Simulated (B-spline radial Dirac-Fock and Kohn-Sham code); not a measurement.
Kβ1 (K-M3) energies across the elements Ge to Ru

These are calculated numbers from a radial finite-basis atomic code; the model is Dirac-Fock energy differences between relaxed states, corrected for Breit and QED terms. Free neutral atoms. No correlation.

The screening constant σ is defined by E = 0.8889·Ry·(Z − σ)², the hydrogen-like form of Moseley's law.

```
 Z  element  computed (eV)  tabulated (eV)      √E     σ
32       Ge        10979.4         10982.3  104.78  1.87
33       As        11722.9         11726.2  108.27  1.87
36       Kr        14109.1         14111.1  118.78  1.84
37       Rb        14957.4         14961.2  122.30  1.83
38       Sr        15832.3         15835.5  125.83  1.82
40       Zr        17663.4         17667.1  132.90  1.78
41       Nb              ?               ?       ?     ?
42       Mo        19603.3         19607.2  140.01  1.74
43       Tc        20614.3         20619.0  143.58  1.71
44       Ru        21653.4         21656.6  147.15  1.69
```

Task: Estimate the missing row, Nb.

Result: Computed 18619.7 eV, tabulated 18622.6 eV, √E = 136.45, σ = 1.76.

Tabulated energies: xraylib 4.2 line table, elements in their standard states.
